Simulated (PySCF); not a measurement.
Problem. Write Cartesian coordinates for `O=CC(F)=C=CF` as optimised with PBE0-D3(BJ)/def2-TZVP.

Solution. 
```xyz
9
C4H2F2O angstrom
O     -0.1221    1.9641   -1.0582
C     -0.9204    1.4724   -0.3138
C     -0.7351    0.1585    0.3611
F     -1.7544   -0.1479    1.1758
C      0.2869   -0.6323    0.1958
C      1.3787   -1.3073    0.0044
F      1.5027   -2.2294   -0.9464
H     -1.8835    1.9593   -0.0600
H      2.2750   -1.1938    0.6055
```

Any rigid rotation of these coordinates is as good. Atoms count from 1 in this order. The C–C distances run from 1.298 Å (C5=C6, drawn double) to 1.489 Å (C2–C3, drawn single), a spread of 0.191 Å.

Bonds between heavy atoms (Å): O1=C2 1.197, C2–C3 1.489, C3–F4 1.340, C3=C5 1.303, C5=C6 1.298, C6–F7 1.330.

Level of theory: PBE0-D3(BJ)/def2-TZVP geometry optimisation, gas phase in PySCF.

Point group: C1 (no symmetry element, even within 0.4 Å). No PBE0-D3(BJ)/def2-TZVP frequencies stand behind this structure, so it isn't proved a minimum. One conformer, not necessarily the lowest (O1–C2–C3–F4 178°).
